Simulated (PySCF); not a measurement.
Species: PP3OOO nortricyclane, P₄O₃.
Bonds: P1–O2, P1–O5, P1–O7, O2–P3, P3–P4, P3–P6, P4–O5, P4–P6, P6–O7.

The closed-shell ground state was solved at several levels (PySCF, density fitting, gas phase, non-relativistic). The structure is a single PBE0-D3(BJ)/def2-SVP conformer in the gas phase; no vibrational or solvent corrections.

```
           level  basis functions  total energy (Eh)  HOMO (eV)  LUMO (eV)  gap (eV)  dipole (D)
   PBE0/pcSseg-1              147         -1590.3709      -7.65      -2.07      5.58        1.11
wB97X-D/pcSseg-1              147         -1591.0070      -9.40      -0.32      9.08        1.21
```

Task: What might wB97X-D/def2-SVPD (165 basis functions) give for the same quantities?

Result: Total energy -1590.5193 Eh, HOMO -9.25 eV, LUMO -0.38 eV, gap 8.87 eV, dipole 1.06 D.

Task: Over all these levels, which gives the widest orbital gap and which the narrowest?

Result: wB97X-D/pcSseg-1 (range-separated hybrid) has the widest, 9.08 eV, and PBE0/pcSseg-1 (global hybrid, 25 % exact exchange) the narrowest, 5.58 eV. The two share the basis. From the narrowest to the widest the HOMO moves by -1.75 eV and the LUMO by +1.75 eV.

Task: How far do the dipole and the HOMO energy spread over the levels?

Result: The dipole runs from 1.06 to 1.21 D (mean 1.13 D) and the HOMO from -9.40 to -7.65 eV.

The pairwise dispersion term of wB97X-D wasn't added to the energies; at a given geometry it leaves orbitals and properties as they are.
